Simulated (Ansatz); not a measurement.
Ge₂Te⁻. Total charge -1; doublet. Geometry PBE0-D4/def2-TZVP, that of the neutral singlet; atoms count from 1.

```xyz
3

Ge   -0.749   -0.258    1.241
Ge   -0.242   -0.832   -1.190
Te    0.991    1.090   -0.050
```

In the def2 sets Te takes a core potential; there is no spin–orbit coupling. The highest occupied level of the charge -1 doublet lies above zero (up to 0.04 eV). By energy differences its removal costs 1.59 eV (vertical, to the charge 0 singlet, at PBE0-D4/def2-TZVPD); a positive level beside a positive removal energy at the same level points to self-interaction error. The structure comes from a short search, and lower isomers may exist.

Question: Estimate the Mulliken populations from the PBE0/def2-TZVPD orbitals of Ansatz.

Answer: 
| atom | charge (e) | spin (α − β) |
| --- | --- | --- |
| Ge1 | -0.31 | 0.36 |
| Ge2 | -0.31 | 0.36 |
| Te3 | -0.38 | 0.29 |
Mulliken values and Mayer orders depend strongly on the basis. With diffuse functions, as here, like atoms can get unlike values, and bond orders can come out too low or too high.

Question: Where does the spin sit?

Answer: Summed by element: Ge 0.71, Te 0.29, of 1 unpaired in all. Largest on single atoms: Ge1 0.36, Ge2 0.36, Te3 0.29.

Question: And the Mayer bond orders between bonded heavy atoms (over 0.3)?

Answer: Ge1–Ge2 1.42 (2.55 Å); Ge1–Te3 1.16 (2.55 Å); Ge2–Te3 1.16 (2.55 Å).
